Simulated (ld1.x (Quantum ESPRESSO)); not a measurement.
## Which setting gave this result? (magnesium, TM)

Base potential:

| Item | Value |
| --- | --- |
| Element | Mg |
| Generator | ld1.x (Quantum ESPRESSO) 7.5 |
| Type | norm-conserving Troullier–Martins (Kleinman–Bylander form) |
| Functional | BP86 |
| Relativity | non-relativistic |
| Frozen core | [He] |
| Valence charge | 10 |
| Reference configuration | 2s2 2p6 3s1.75 3p0 (charge +0.25) |
| Partial waves | 2p (bound): rc 0.55 bohr; 2s (bound): rc 0.80 bohr |
| Local potential | the s channel |
| Core correction | none |

Occupied shells without a wave of their own: 3s. They enter only through the test configuration that unscreens the potential.

Cutoffs, loose and tight: the cutoffs (Ry, on a coarse ladder) from which the occupation-weighted sum of valence levels, in a spherical-Bessel basis at the reference potential, stays within 10 and 1 mRy of its value at 400 Ry. They do not see the model core or the augmentation charge, which bear on the density cutoff. Test errors are all-electron minus pseudo excitation energies from the reference, over the configurations 2s2 2p6 3s2 3p0; 2s2 2p6 3s1 3p0; 2s2 2p6 3s0 3p0; 2s2 2p6 3s1 3p1; 2s2 2p6 3s0 3p2; 2s1 2p6 3s2 3p0; 2s2 2p5 3s2 3p0; variants that change the core or the reference have their own tests.

Only the scale of all radii (base = 1) is moved:

| scale of all radii (base = 1) | bound ghosts | largest test error (meV) | median size of the test errors |
| --- | --- | --- | --- |
| 0.76 | not determined | -35 | 20.5 meV |
| 0.87 | none | -75 | 42.0 meV |
| 0.95 | none | -112 | 57.6 meV |
| 1.02 | none | -163 | 74.3 meV |
| 1.21 | none | -382 | 131.5 meV |
| 1.3 | none | -452 | 143.5 meV |
| 1.35 | none | -488 | 152.5 meV |

Task: One more run gave bound ghosts: none; largest test error (meV): -258; median size of the test errors: 101.2 meV. Which value of the scale of all radii (base = 1) was used?

Result: 1.13. The median size of the test errors moves one way along this sweep, from 20.5 meV at 0.76 to 152.5 meV at 1.35, which places the run between 1.02 and 1.21.
